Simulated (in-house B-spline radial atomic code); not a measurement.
Successive ionisation energies of lutetium; each step leads to the configuration of the next row (after the last: [Kr] 4d3/2(4) 4d5/2(2)). Dirac energy differences include first-order Breit, QED and recoil terms. NIST's values go from ground level to ground level; the uncertainty of those that are theory runs from under 0.1 % in few-electron ions to several per cent in heavy many-electron ones. Computed with a B-spline radial code for spherical atoms: Dirac-Hartree-Fock, jj configuration that fills j = l - 1/2 first, finite nuclei.

A number in brackets counts the electrons of a j subshell.

```
  ion           configuration  ionisation energy (eV)  tabulated value (eV)    tabulated kind  computed minus tabulated (eV)  highest orbital  largest mean radius (bohr)
Lu19+      [Kr] 4d10 4f5/2(6)                   493.2                   520  tabulated theory                          -26.8            4f5/2                     0.52088
Lu20+      [Kr] 4d10 4f5/2(5)                   534.6                   560  tabulated theory                          -25.4            4f5/2                     0.51103
Lu21+      [Kr] 4d10 4f5/2(4)                   577.1                   600  tabulated theory                          -22.9            4f5/2                     0.50582
Lu22+      [Kr] 4d10 4f5/2(3)                   620.8                   630  tabulated theory                           -9.2            4f5/2                     0.50088
Lu23+      [Kr] 4d10 4f5/2(2)                       ?                     ?  tabulated theory                              ?                ?                           ?
Lu24+      [Kr] 4d10 4f5/2(1)                   711.6                   713  tabulated theory                           -1.4            4f5/2                     0.49107
Lu25+               [Kr] 4d10                   941.1                   941  tabulated theory                            0.1            4d5/2                     0.48623
Lu26+  [Kr] 4d3/2(4) 4d5/2(5)                       ?                     ?  tabulated theory                              ?                ?                           ?
Lu27+  [Kr] 4d3/2(4) 4d5/2(4)                       ?                     ?  tabulated theory                              ?                ?                           ?
Lu28+  [Kr] 4d3/2(4) 4d5/2(3)                  1080.7                  1081  tabulated theory                           -0.3            4d5/2                     0.47304
```

**Question.** Fill in the row of Lu23+.

**Answer.** ionisation energy (eV): 665.7; tabulated value (eV): 670; computed minus tabulated (eV): -4.3; highest orbital: 4f5/2; largest mean radius (bohr): 0.49596.

**Question.** Fill in the row of Lu26+.

**Answer.** ionisation energy (eV): 987.0; tabulated value (eV): 985; computed minus tabulated (eV): 2.0; highest orbital: 4d5/2; largest mean radius (bohr): 0.48156.

**Question.** Fill in the row of Lu27+.

**Answer.** ionisation energy (eV): 1033.5; tabulated value (eV): 1032; computed minus tabulated (eV): 1.5; highest orbital: 4d5/2; largest mean radius (bohr): 0.47725.
